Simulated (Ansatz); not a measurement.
Basis sets compared for the cluster Si₆W⁺. The state is a doublet with charge 1. Geometry PBE-D4/def2-SVP. Ansatz on 4 threads of Arm Neoverse V2 on a shared host; times are rough, and most runs start from earlier orbitals.

```xyz
7

W    -1.702   -0.324   -0.535
Si    1.832    1.677    0.089
Si   -0.029   -1.945   -1.090
Si    1.120   -0.579    0.553
Si   -0.495    1.383    0.797
Si    0.250    0.730   -1.508
Si   -0.975   -0.943    1.693
```

In the def2 sets W takes a core potential; there is no spin–orbit coupling. The structure comes from a short search, and lower isomers may exist.

```
           level  functions  energy (Eh)  HOMO (eV)  LUMO (eV)  wall time
 PBE-D4/def2-SVP        140   -1802.4246      -9.30      -8.62      4.3 s
PBE0-D4/def2-SVP        140   -1802.4879     -10.23      -7.84      6.5 s
```

(1) Estimate the rows for PBE-D4/def2-TZVP (with forces), PBE0-D4/def2-TZVP.

Answers

(1) 
```json
{"level": "PBE-D4/def2-TZVP (with forces)", "functions": "262", "energy (Eh)": "-1803.0494", "HOMO (eV)": "-9.11", "LUMO (eV)": "-8.43", "wall time": "10 s"}
{"level": "PBE0-D4/def2-TZVP", "functions": "262", "energy (Eh)": "-1803.1124", "HOMO (eV)": "-10.00", "LUMO (eV)": "-7.62", "wall time": "26 s"}
```
